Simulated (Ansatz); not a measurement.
Input file for Ansatz (a program for electronic structure): R-r2SCAN/def2-TZVPPD on C2H6Ge (a complex), monomers drawn apart or pushed together. Files ending in .json are basis or fitting sets from the Basis Set Exchange.

Ansatz 0.2 input:
```yaml
crystal:
  periodic: [false, false, false]
  atoms:
    - {symbol: C, position_ang: [0.60878869, 0.32711738, -0.00530544]}
    - {symbol: C, position_ang: [-0.56063943, 0.07344282, -0.02098709]}
    - {symbol: H, position_ang: [1.64718112, 0.55186810, 0.01357255]}
    - {symbol: H, position_ang: [-1.59899138, -0.15205459, -0.03260470]}
    - {symbol: Ge, position_ang: [-0.02673749, -0.21409866, 4.26795222]}
    - {symbol: H, position_ang: [-0.96207208, 0.93672863, 3.87350159]}
    - {symbol: H, position_ang: [1.39922862, 0.08995551, 3.78756111]}
    - {symbol: H, position_ang: [-0.51718592, -1.52356198, 3.63566299]}
    - {symbol: H, position_ang: [-0.02294721, -0.36155591, 5.79958135]}
basis:
  gaussian:
    orbitals: def2-TZVPPD.json
hamiltonian:
  xc: {name: r2SCAN}
scf: {lower_state_search: off}
```

Program output:

```
WARN ansatz: RAYON_NUM_THREADS=1 ignored (pool sized by the plan → 1); use --threads N
Functional definition: r2SCAN
these checks for a lower state are left out or cut short: stability, starts, cluster_reference, orbital_swaps, neighbouring_geometries, increment
integrals: 0.13 GiB planned
1075 factors; their error is unknown
mean field: 0.95 GiB planned
mean field evaluation 1: about -58680.8656 eV, gradient 4.9e1 eV
mean field evaluation 2: about -58679.4013 eV, gradient 5.5e1 eV
mean field evaluation 4: about -58686.3512 eV, gradient 9.7e-1 eV
mean field evaluation 8: about -58686.3367 eV, gradient 1.1e-1 eV
mean field evaluation 16: about -58686.3368 eV, gradient 6.9e-6 eV
mean field -58686.33677927 eV, -2156.6830976105 hartree, gradient 6.9e-6 eV, S^2 0.000000; 0 other end points of the search recorded, 0 dependent functions left out
reference -58686.33679218 eV, -2156.6830980847 hartree; 25, 25 occupied and 205, 205 virtual orbitals, 1075 factors
Total energy: -58686.33679218 eV, -2156.6830980847 hartree
Checks for a lower state left out: stability, starts, cluster_reference, orbital_swaps, neighbouring_geometries, increment
```

Self-consistency was reached.

Cost: around 4 core-seconds (rough).
